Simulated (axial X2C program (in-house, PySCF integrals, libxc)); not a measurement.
## Which molecule has these constants?

Computed with an axial X2C code built on PySCF integrals, spin-free (one-electron X2C) or two-component (2c: spin–orbit coupling with atomic mean-field Coulomb and Gaunt terms, which also bring small scalar terms), in Dyall basis sets with cores contracted in-house; open shells are unrestricted.

A two-component PBE0 calculation in a Dyall 3-zeta basis gave Re = 2.660 Å, ωe = 262.3 cm⁻¹, dipole magnitude 0.78 D, Ω = 3/2.

Which molecule is it?
A. AlSn
B. SnB
C. InSn
D. GaSn

A. The others have InSn 2.841 Å and 145.8 cm⁻¹ (Ω = 3/2); GaSn 2.662 Å and 180.0 cm⁻¹ (Ω = 3/2); SnB 2.175 Å and 556.3 cm⁻¹ (Ω = 3/2).

Each entry is the lowest single determinant of a limited PBE0 search at one distance. De goes to single-determinant-based atoms at the same level (for ions the charge split of lowest energy) and is withheld (n/a) where an atom does not fit its ground term or J level. Main or longest-lived isotopes. One determinant is a doubtful description, or other states lie close, for AlSn, InSn, GaSn, SnB; these need not be ground states, and all values refer to the states named. With several unpaired electrons the Ω given is that of one determinant, not necessarily of the lowest component. The functionals have no current term, which raises determinants with orbital currents.
